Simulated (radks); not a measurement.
Q: The table gives one normalised radial function P(r) = r R(r) of Zn+ in [Ar] 3d10 4s1 (r in bohr). Calculated with a radial shooting solver on a logarithmic mesh with Libxc functionals: scalar-relativistic Kohn-Sham, revPBE, spin-polarised, spherical densities, finite nucleus; open shells are filled with parallel spins first; Fermi nuclear charge, rms radius 3.9283 fm.

| r | P |
|---|---|
| 0.004934 | 0.0457 |
| 0.006425 | 0.0564 |
| 0.008434 | 0.0688 |
| 0.01107 | 0.0822 |
| 0.01441 | 0.0949 |
| 0.01892 | 0.1053 |
| 0.02483 | 0.1095 |
| 0.03234 | 0.1030 |
| 0.04245 | 0.0796 |
| 0.05527 | 0.0365 |
| 0.07255 | -0.0289 |
| 0.09523 | -0.1058 |
| 0.124 | -0.1688 |
| 0.1628 | -0.1863 |
| 0.2136 | -0.1224 |
| 0.2782 | 0.0202 |
| 0.3651 | 0.1982 |
| 0.4793 | 0.3068 |
| 0.6241 | 0.2569 |
| 0.8191 | 0.0333 |
| 1.075 | -0.2822 |
| 1.4 | -0.5569 |
| 1.838 | -0.7042 |
| 2.412 | -0.6667 |
| 3.141 | -0.4865 |
| 4.123 | -0.2645 |
| 5.411 | -0.1025 |
| 7.046 | -0.0263 |

Which n and l does it have? It may be an empty orbital.

A: n = 4, l = 0: the number of nodes gives n - l - 1 = 3, the rise at small r (about r^(l+1)) gives l, and the extent must fit the shell. The curve is that of 4s up; the table hardly tells the two spins apart. 4s up: eigenvalue -14.429 eV, 3 radial nodes at r = 0.0649, 0.270, 0.845 bohr, <r> = 2.39 bohr, 90 % of the charge inside 3.60 bohr.
